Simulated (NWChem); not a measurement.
Species: CHAgOS; SMILES [C-](->[Ag][SH])#[O+]

```xyz
5

Ag     0.0094    -0.0290     0.0000
S      0.0483     2.2785     0.0000
H     -1.3129     2.3827     0.0000
O     -0.0018    -3.1680     0.0000
C      0.0187    -2.0221     0.0000
```
Atoms are numbered in this order, from 1.

Results from NWChem. All runs use the structure optimised with PBE-D3(BJ)/def2-SVP. def2 effective core potentials on Ag; no spin-orbit coupling. Ions are spin-unrestricted doublets at the neutral geometry; other ion states weren't tried.

Task: Predict the results for PBE/def2-SVP. Quantities: vertical ionisation energy, ΔSCF (eV); −ε(HOMO) (eV).

Result: 
```json
{
 "vertical ionisation energy, ΔSCF (eV)": "8.50",
 "−ε(HOMO) (eV)": "5.28"
}
```
